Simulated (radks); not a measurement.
Effect of the nuclear size on the iodine ion I+, [Kr] 4d10 5s2 5p4. All-electron calculation, Dirac Kohn-Sham, BLYP, spin-unpolarised, spherical densities, finite nucleus; open shells fill j = l - 1/2 first; Fermi nuclear charge, rms radius 4.75 fm. Program: a radial shooting solver on a logarithmic mesh with Libxc functionals. The rms radius is varied about that value; shifts are against it.

rms radius (fm)	total energy shift (eV)	density at nucleus (e/bohr^3)	1s1/2 shift (meV)	2s1/2 shift (meV)	4p1/2 shift (meV)	5s1/2 shift (meV)	5p1/2 shift (meV)	5p3/2 shift (meV)	6s1/2 (empty) shift (meV)
3.857	-2.03	2.583e+05	-849	-99.5	0.318	-0.521	0.068	0.074	-0.073
4.3985	-0.841	2.525e+05	-351	-41.2	0.132	-0.216	0.028	0.031	-0.030
4.75	0	2.491e+05	0.000	0.000	0.000	0.000	0.000	0.000	0.000
5.1252	0.956	2.459e+05	400	46.9	-0.150	0.245	-0.032	-0.035	0.035
5.9043	3.13	2.399e+05	1310	154	-0.491	0.803	-0.105	-0.114	0.113

Slopes of the eigenvalues against <r^2> in GHz/fm^2, as finite differences over the two radii next to the reference (eigenvalue slopes, not the field-shift constants of lines): 1s1/2 26200, 2s1/2 3080, 4p1/2 -9.84, 5s1/2 16.1, 5p1/2 -2.11, 5p3/2 -2.29, 6s1/2 (empty) 2.27.
